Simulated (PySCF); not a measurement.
C₃H₉O₂SSi (doublet state).
Geometry (GFN2-xTB, Å), atoms numbered from 1 in this order:
```xyz
16
C3H9O2SSi angstrom
C     -2.1678   -1.1356    0.4965
Si    -0.8417    0.1198    1.0211
C     -0.8944    1.7399    0.0177
S      0.9885   -0.8154    0.1013
C      2.5436    0.1179    0.4105
O      1.1861   -2.1548    0.6203
O      0.6927   -0.6927   -1.3193
H     -1.9277   -2.1225    0.8869
H     -2.1738   -1.2079   -0.5915
H     -3.1693   -0.8752    0.8281
H     -0.1695    2.4734    0.3649
H     -0.6645    1.5069   -1.0219
H     -1.8722    2.2121    0.0510
H      2.3922    1.1300    0.0596
H      2.7358    0.0842    1.4747
H      3.3343   -0.3710   -0.1438
```

The hyperfine couplings belong to this conformer and change with its torsions.

The species is `C[Si](C)S(=O)(=O)C` [radical].

Theory: UKS B3LYP, pcH-1 on C H O S Si, non-relativistic, mean-field spin-orbit, GIAO in PySCF 2.14.0. One conformer (not necessarily the lowest) at the GFN2-xTB geometry, without solvent, vibrations or thermal averaging. Couplings are sensitive to structure, and on GFN2-xTB geometries they can be far from those on DFT ones, by a factor of two or more for some ions and for spin on atoms past the first row. No stability test was run, so a lower SCF solution isn't excluded.

(1) Match the computed a_iso(1H) values +15.6, -0.4 MHz (means over equivalent nuclei) with the sites H8 (×6); H14/H15/H16.

Results:

(1) 
```csv
site,a_iso (MHz),ρ(0) (bohr⁻³),position,distance from Si2 (Å),bound to,spin population there,largest |T| (MHz)
H8 (×6),+15.6,+0.0035,2 bonds from Si2,2.51,C1/C3,+0.02,6.0
H14/H15/H16,-0.4,-0.0001,3 bonds from Si2,3.83,C5,+0.01,2.3
```

ρ(0) is the spin density at the nucleus and T the dipolar tensor; a_iso includes a spin–orbit part; entries for several nuclei are means. The Mulliken spin populations are largest on Si2 (+0.83) and O7 (+0.07). Si2 is the only atom above +0.15. The angles at Si2 add up to 313.0°, so it is pyramidal.

Nuclei that the bonding pattern makes equivalent are averaged, as if the motion that swaps them (rotation, inversion, ring flip) were fast. The six 1H nuclei of mean +15.6 MHz run from -3.7 to 53.0 MHz in the frozen geometry. The 17O value of -2.5 MHz is a mean of couplings from -5.4 to 0.5 MHz in this one geometry, not an average over conformers.

Time: 1.7 min (grids of density and orbitals included); peak memory 0.97 GiB. Hardware: Arm Neoverse V1, one thread (shared host).
